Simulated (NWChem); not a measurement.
All runs are NWChem calculations. System: C2H4NO, charge 1, spin multiplicity 3, at the geometry of a parent with another charge or spin, in a state set for the comparison that need not be this species' ground state. Its SCF solution wasn't tested for a lower state.

The NWChem input:

```
start mol
memory heap 200 mb stack 900 mb global 1100 mb
charge 1
geometry units angstroms nocenter noautoz noautosym
  C     -1.441980    -0.278498     0.054328
  N     -0.279939    -0.330053    -0.762784
  C      0.928492    -0.054549    -0.177562
  O      1.071769     0.716270     0.751900
  H     -2.229967     0.306796    -0.447201
  H     -1.845009    -1.307141     0.137304
  H     -1.248556     0.111884     1.068037
  H      1.789889    -0.533048    -0.694452
end
basis spherical
  * library def2-tzvp
end
dft
  xc hfexch 0.53 becke88 0.47 lyp 0.73 mp2 0.27
  dftmp2
  odft
  mult 3
  semidirect memsize 60000000 filesize 0
  iterations 100
end
mp2
  freeze core 4
end
task dft energy
```

The output up to the point where the run's verdict is printed (cleaned and shortened):

```
             Northwest Computational Chemistry Package (NWChem) 7.3.0
             --------------------------------------------------------

                                NWChem Input Module
                                -------------------

 Scaling coordinates for geometry "geometry" by  1.889725989
 (inverse scale =  0.529177249)

                             Geometry "geometry" -> ""
                             -------------------------

 Output coordinates in angstroms (scale by  1.889725989 to convert to a.u.)

  No.       Tag          Charge          X              Y              Z
 ---- ---------------- ---------- -------------- -------------- --------------
    1 C                    6.0000    -1.44198000    -0.27849800     0.05432800
    2 N                    7.0000    -0.27993900    -0.33005300    -0.76278400
    3 C                    6.0000     0.92849200    -0.05454900    -0.17756200
    4 O                    8.0000     1.07176900     0.71627000     0.75190000
    5 H                    1.0000    -2.22996700     0.30679600    -0.44720100
    6 H                    1.0000    -1.84500900    -1.30714100     0.13730400
    7 H                    1.0000    -1.24855600     0.11188400     1.06803700
    8 H                    1.0000     1.78988900    -0.53304800    -0.69445200

 Effective nuclear repulsion energy (a.u.)     113.1197431484

            Nuclear Dipole moment (a.u.)
            ----------------------------
        X                 Y               Z
 ---------------- ---------------- ----------------
     0.0000151178    -0.0000037795    -0.0000075589


 Summary of "ao basis" -> "" (spherical)
 ------------------------------------------------------------------------------
       Tag                 Description            Shells   Functions and Types
 ---------------- ------------------------------  ------  ---------------------
 *                         def2-tzvp                  on all atoms

  dft_input: which_mp2 not specified, using semidirect MP2 by default.

                                 NWChem DFT Module
                                 -----------------
[...]
 d= 0,ls=0.0,diis    75   -207.8279498572  1.56D-03  1.84D-05  2.41D-03   163.1
                                                     5.33D-05  1.68D-03
 d= 0,ls=0.0,diis    76   -207.8282104495 -2.61D-04  2.84D-06  1.95D-03   165.1
                                                     1.25D-05  1.35D-03
 d= 0,ls=0.0,diis    77   -207.8281788484  3.16D-05  6.89D-05  2.01D-03   167.0
                                                     1.53D-04  1.40D-03
 d= 0,ls=0.0,diis    78   -207.8286197096 -4.41D-04  9.89D-06  1.48D-03   169.2
                                                     1.44D-05  1.03D-03
 d= 0,ls=0.0,diis    79   -207.8286880663 -6.84D-05  3.14D-06  1.39D-03   171.3
                                                     7.53D-06  9.76D-04
 d= 0,ls=0.0,diis    80   -207.8287043417 -1.63D-05  3.93D-05  1.37D-03   173.3
                                                     1.20D-04  9.64D-04
 d= 0,ls=0.0,diis    81   -207.8285698557  1.34D-04  3.75D-04  1.44D-03   175.3
                                                     8.21D-04  1.00D-03
 d= 0,ls=0.0,diis    82   -207.8301331874 -1.56D-03  1.27D-04  9.37D-05   177.3
                                                     3.23D-04  6.69D-05
 d= 0,ls=0.0,diis    83   -207.8304459285 -3.13D-04  4.64D-05  4.13D-05   179.4
                                                     1.28D-04  3.00D-05
 d= 0,ls=0.0,diis    84   -207.8303339618  1.12D-04  3.36D-04  4.55D-05   181.3
                                                     8.86D-04  3.30D-05
 d= 0,ls=0.0,diis    85   -207.8293738195  9.60D-04  1.48D-04  3.39D-04   183.3
                                                     4.90D-04  2.38D-04
 d= 0,ls=0.0,diis    86   -207.8297252768 -3.51D-04  2.09D-05  3.68D-04   185.5
                                                     6.29D-05  2.68D-04
 d= 0,ls=0.0,diis    87   -207.8296786578  4.66D-05  2.60D-05  3.74D-04   187.7
                                                     6.96D-05  2.70D-04
 d= 0,ls=0.0,diis    88   -207.8297538457 -7.52D-05  1.77D-05  3.41D-04   189.8
                                                     4.91D-05  2.48D-04
 d= 0,ls=0.0,diis    89   -207.8297103490  4.35D-05  3.63D-05  3.53D-04   191.7
                                                     9.66D-05  2.53D-04
 d= 0,ls=0.0,diis    90   -207.8296030845  1.07D-04  1.46D-05  4.00D-04   193.8
                                                     5.85D-05  2.83D-04
 d= 0,ls=0.0,diis    91   -207.8295959342  7.15D-06  2.30D-04  3.63D-04   195.9
                                                     5.54D-04  2.55D-04
 d= 0,ls=0.0,diis    92   -207.8285385283  1.06D-03  1.87D-04  1.29D-03   197.9
                                                     3.83D-04  8.93D-04
 d= 0,ls=0.0,diis    93   -207.8295109939 -9.72D-04  2.19D-04  2.81D-04   200.0
                                                     5.53D-04  1.94D-04
 d= 0,ls=0.0,diis    94   -207.8301477566 -6.37D-04  5.29D-05  4.42D-05   202.0
                                                     1.56D-04  3.00D-05
 d= 0,ls=0.0,diis    95   -207.8302768273 -1.29D-04  2.41D-04  4.48D-05   204.0
                                                     6.72D-04  3.01D-05
 d= 0,ls=0.0,diis    96   -207.8296388724  6.38D-04  1.67D-04  1.41D-04   206.0
                                                     4.72D-04  9.62D-05
 d= 0,ls=0.0,diis    97   -207.8300900326 -4.51D-04  1.13D-05  6.66D-05   208.1
                                                     4.03D-05  4.60D-05
 d= 0,ls=0.0,diis    98   -207.8300685544  2.15D-05  3.04D-05  1.05D-04   210.0
                                                     5.82D-05  7.48D-05
 d= 0,ls=0.0,diis    99   -207.8299670713  1.01D-04  2.32D-05  1.71D-04   212.0
                                                     6.35D-05  1.26D-04
 d= 0,ls=0.0,diis   100   -207.8300226776 -5.56D-05  3.77D-05  1.62D-04   213.9
                                                     1.04D-04  1.22D-04
```

Convergence was not reached. The next line reads: Calculation failed to converge. NWChem stopped with the message: dft energy failed.
